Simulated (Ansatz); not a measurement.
The same molecule with X = B, Al, In. Ansatz, PBE0-D4/def2-TZVP geometries, multiplicity 1. Each molecule was computed in one conformer, which needn't be the lowest.

Elements past krypton have def2 core potentials.

```tsv
X	molecule	mean X–H bond length / Å	mean X–N bond length / Å	mean X–S bond length / Å	LUMO energy (ωB97M-V/def2-TZVPP) / eV	HOMO energy (B3LYP/def2-TZVPP) / eV	HOMO–LUMO gap (PBE0/def2-TZVPP) / eV
Al	`C[N](C)[AlH][SH]`	1.576	1.771	2.190	1.18	-6.33	6.13
In	`C[N](C)[InH][SH]`	1.704	2.010	2.385	0.40	-5.93	5.14
```

Question: Give the row for X = B, `CN(C)BS`. (Best estimate.)

Answer: The calculation gave: 
```json
{"X": "B", "molecule": "`CN(C)BS`", "mean X–H bond length / Å": "1.196", "mean X–N bond length / Å": "1.394", "mean X–S bond length / Å": "1.812", "LUMO energy (ωB97M-V/def2-TZVPP) / eV": "2.22", "HOMO energy (B3LYP/def2-TZVPP) / eV": "-6.57", "HOMO–LUMO gap (PBE0/def2-TZVPP) / eV": "7.22"}
```

From B to In the mean X–H bond length rises at each step, by 0.508 Å in all; the mean X–N bond length rises at each step, by 0.616 Å in all; the mean X–S bond length rises at each step, by 0.573 Å in all; the LUMO energy (ωB97M-V/def2-TZVPP) falls at each step, by 1.82 eV in all; the HOMO energy (B3LYP/def2-TZVPP) rises at each step, by 0.64 eV in all; the HOMO–LUMO gap (PBE0/def2-TZVPP) falls at each step, by 2.08 eV in all. Bonds lengthen as the atom grows down the group.

B3LYP here is the variant with VWN-RPA as its local correlation; programs differ in this.

Positive LUMOs are unbound, so they and the gaps depend on the basis.
